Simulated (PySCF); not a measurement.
**TDDFT excited states: C2H10NPSi2**

C₂H₁₀NPSi₂.
InChI=1S/C2H10NPSi2/c1-2-4-3(5)6/h2H,1,5-6H3

Computed, not measured: PySCF 2.14.0, density-fitted response routines, TDDFT CAM-B3LYP/def2-SVPD, vertical, gas phase, core orbitals frozen in the response. Isolated species at its GFN2-xTB geometry (one conformer only). Torsions of this conformer, `[CH3:1]/[CH:2]=[P:3]/[N:4]([SiH3:5])[SiH3:6]`: C2–P3–N4–Si5 -141°.

| state | E (eV) | ν̃ (cm⁻¹) | f | \|μ\| (D) | main configurations (H = HOMO, L = LUMO) |
| --- | --- | --- | --- | --- | --- |
| S1 | 4.67 | 37630 | 0.120 | 2.61 | H→L (83%), H-1→L (13%) |
| S2 | 5.35 | 43160 | 0.023 | 1.07 | H-1→L (42%), H→L+1 (42%) |
| S3 | 5.44 | 43870 | 0.085 | 2.03 | H→L+1 (46%), H-1→L (36%) |
| S4 | 6.01 | 48490 | 0.016 | 0.83 | H→L+2 (60%), H→L+3 (24%) |
| S5 | 6.50 | 52430 | 0.0029 | 0.34 | H→L+4 (36%), H→L+3 (21%), H→L+5 (19%) |
| S6 | 6.67 | 53820 | 0.030 | 1.10 | H-1→L+1 (33%), H-2→L (25%), H→L+2 (10%) |
| S7 | 6.77 | 54590 | 0.051 | 1.41 | H-2→L (45%), H→L+5 (15%), H→L+3 (10%) |
| S8 | 6.82 | 54990 | 0.020 | 0.89 | H-1→L+1 (49%), H-2→L (17%), H→L+5 (11%) |

Triplets, Tamm–Dancoff:

| state | E (eV) | λ (nm) | main configurations (H = HOMO, L = LUMO) |
| --- | --- | --- | --- |
| T1 | 2.67 | 464.9 | H→L (91%) |
| T2 | 4.11 | 301.7 | H-1→L (90%) |
| T3 | 5.10 | 243.1 | H→L+1 (81%) |

The lowest singlet lies at 4.67 eV (266 nm, ultraviolet) and is of moderate strength; its leading configuration is HOMO→LUMO (83%). The lowest level is also the most intense of those listed (f = 0.120). Löwdin shares by element: HOMO carbon 40%, phosphorus 24%, nitrogen 21% (atoms not listed hold the other 16%); LUMO phosphorus 41%, carbon 30% or more, nitrogen 9% (atoms not listed hold the other 20%). Weighted by f, the mean energy of these states is 5.58 eV. The oscillator strengths of these states sum to 0.349; summed over the whole spectrum of an exact calculation they would give the number of electrons, 72 (Thomas–Reiche–Kuhn). Orbital energies (eV): HOMO-3 -10.98, HOMO-2 -9.97, HOMO-1 -8.91, HOMO -7.60, LUMO -0.04, LUMO+1 0.83, LUMO+2 1.17. Only the lowest 8 singlets were computed, as vertical energies without vibronic structure.

Rough CPU time on one thread of a shared machine: about 2 min (grids of density and orbitals included).
